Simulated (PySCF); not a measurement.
Correlation energy of Er³⁶⁺ (erbium, charge +36)

[Ar] 3d10 4s2 4p2, high-spin 3P determinant. All numbers are calculated (PySCF 2.14, the non-relativistic Hamiltonian (point nucleus), in an even-tempered Gaussian basis (17 s from 3.3 bohr⁻², ratio 2.5; 12 p from 4.3 bohr⁻², ratio 2.5; 8 d from 7.7 bohr⁻², ratio 2.5; 4 f from 22 bohr⁻², ratio 2.7; 4 g from 34 bohr⁻², ratio 2.7)). Frozen: [Ne]; 22 electrons correlated; the 26 highest virtual orbitals of each spin left out.

MP2 pair energies summed by pair of shells (mhartree):

```tsv
pair	energy	share (%)
3d-3d	-407.83	39.1
3p-3d	-210.37	20.2
4s-4p	-75.19	7.2
3d-4s	-66.83	6.4
3d-4p	-62.71	6.0
3p-3p	-56.07	5.4
3s-3d	-42.82	4.1
4s-4s	-31.32	3.0
3s-3p	-24.71	2.4
3p-4s	-21.76	2.1
3p-4p	-19.23	1.8
4p-4p	-12.18	1.2
3s-3s	-4.19	0.4
3s-4s	-4.01	0.4
3s-4p	-3.97	0.4
```

Total MP2 correlation energy: -1043.2 mhartree.

At this charge a non-relativistic calculation is a model, useful for the Z dependence of the correlation energy.

Spin-orbit coupling is strong in this species, so the high-spin LS determinant is a model state.
